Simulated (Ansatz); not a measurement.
C$_{6}$H$_{12}$O$_{2}$, SMILES `CC(=O)OC(C)(C)C` at its PBE0-D4/def2-TZVP geometry, where that method's forces vanish. Charge 0, multiplicity 1.

```tsv
atom	x (Å)	y (Å)	z (Å)
C1	-2.2171	-1.8631	-0.6552
C2	-1.4044	-0.6016	-0.6899
O3	-1.6803	0.3668	-1.3480
O4	-0.3401	-0.7158	0.1094
C5	0.6213	0.3706	0.2571
C6	1.2846	0.6695	-1.0766
C7	1.6301	-0.2013	1.2361
C8	-0.0573	1.5953	0.8468
H9	-3.0883	-1.7515	-1.2958
H10	-1.6095	-2.7046	-0.9934
H11	-2.5283	-2.0781	0.3686
H12	1.7156	-0.2415	-1.4981
H13	0.5756	1.0894	-1.7876
H14	2.0940	1.3867	-0.9231
H15	2.4157	0.5307	1.4325
H16	2.0900	-1.1042	0.8301
H17	1.1467	-0.4544	2.1816
H18	0.6983	2.3501	1.0758
H19	-0.5677	1.3348	1.7769
H20	-0.7788	2.0223	0.1528
```

Problem. For each bond, give half the difference of the two atoms' forces along it (eV/Å; positive pushes the atoms apart) under PBE-D4, r2SCAN-D4, B3LYP-D4, ωB97M-V in def2-TZVPP. (Best estimate.)

Solution. Ansatz gave: 
| bond | length (Å) | PBE-D4 | r2SCAN-D4 | B3LYP-D4 | ωB97M-V |
| --- | --- | --- | --- | --- | --- |
| C1–H10 | 1.092 | 0.09 | -0.03 | -0.06 | -0.08 |
| C1–H11 | 1.091 | 0.09 | -0.03 | -0.06 | -0.08 |
| C2–O3 | 1.203 | 0.88 | 0.30 | 0.19 | 0.07 |
| C2–O4 | 1.336 | 0.29 | 0.20 | 0.11 | 0.13 |
| O4–C5 | 1.458 | 0.23 | 0.26 | 0.16 | 0.05 |
| C5–C6 | 1.519 | -0.02 | 0.02 | 0.10 | 0.07 |
| C5–C7 | 1.518 | 0.01 | 0.05 | 0.07 | 0.09 |
| C5–C8 | 1.519 | -0.02 | 0.02 | 0.10 | 0.07 |
| C6–H12 | 1.092 | 0.10 | -0.03 | -0.07 | -0.06 |
| C7–H15 | 1.092 | 0.09 | -0.03 | -0.07 | -0.07 |
| C7–H16 | 1.092 | 0.10 | -0.03 | -0.07 | -0.06 |
| C7–H17 | 1.092 | 0.10 | -0.03 | -0.07 | -0.06 |
| C8–H19 | 1.092 | 0.10 | -0.03 | -0.07 | -0.06 |
| C8–H20 | 1.088 | 0.10 | -0.05 | -0.09 | -0.08 |

B3LYP here is the variant with VWN-RPA as its local correlation; programs differ in this.
